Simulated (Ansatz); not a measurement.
Na6Cd⁺, relaxed as a doublet with UKS PBE/def2-SVP in Ansatz, starting from the GFN1-xTB geometry. Force threshold 0.02 eV/Å.

In the def2 sets Cd takes a core potential; there is no spin–orbit coupling. The relaxation made no stability test and no search for a lower SCF solution. Another isomer (doublet) lies 0.70 eV lower at PBE0/def2-TZVP; other spin states weren't run for this one.

Start:

Cartesian coordinates in Å:
```
Cd -1.785 3.583 -4.253
Na 2.699 -1.688 1.167
Na 2.267 0.330 -1.364
Na -0.315 -0.356 0.640
Na 0.224 -2.453 3.294
Na -0.456 1.867 -2.356
Na -2.633 -1.283 2.872
```

(1) Estimate the energy that the relaxation releases and the steps that it takes.

(2) Does the start keep its bonding?

(3) Predict the relaxed structure.

Results:

(1) 20.8 kJ/mol, in 9 steps; 28 s on 4 threads of Arm Neoverse V1 on a shared host. The force fell under the threshold at step 6, but the optimiser went on. No frequencies were taken in this run, so the end may be a saddle point.

(2) By distances, no bond broke or formed. The bond that changes most is Cd1–Na6, from 2.88 to 3.33 Å (atoms count from 1).

(3) 
```xyz
7

Cd   -2.0445    3.7479   -4.3692
Na    3.0849   -1.8948    1.2660
Na    2.5037    0.4174   -1.5585
Na   -0.0547   -0.4339    0.6582
Na    0.0667   -2.5204    3.4613
Na   -0.6539    1.7342   -2.1143
Na   -2.9022   -1.0505    2.6565
```
Bond lengths (bridged metal pairs left out): 9 × Na–Na 3.41 to 3.78 Å; 1 × Cd–Na 3.33 Å.
